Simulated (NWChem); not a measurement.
# ZnSH, doublet; SMILES [SH][Zn]

```xyz
3

Zn    -0.0123     0.8136     0.0000
S     -0.0574    -1.4273     0.0000
H      1.2883    -1.5727     0.0000
```
Atoms are numbered in this order, from 1.

In the optimisation the excess spin sits in a' (Cs, its own frame). All runs use the structure optimised with B3LYP/6-31G* (spherical d), spin-unrestricted. This spin state was assumed; another may lie lower. No stability test was run on the SCF state.

Symmetry labels are those of Cs in the frame above (b1 and b2, or b-type labels, depend on it).

Problem. List the 4 lowest vertical excitations from UHF/def2-SVP, CIS (NWChem).

Solution. 
```tsv
state	energy (eV)	oscillator strength	symmetry of the excitation	<S²>
state 1	3.87	0.002	a"	0.92
state 2	4.78	0.093	a'	0.80
state 3	4.95	0.112	a'	0.92
state 4	5.20	0.112	a"	0.79
```
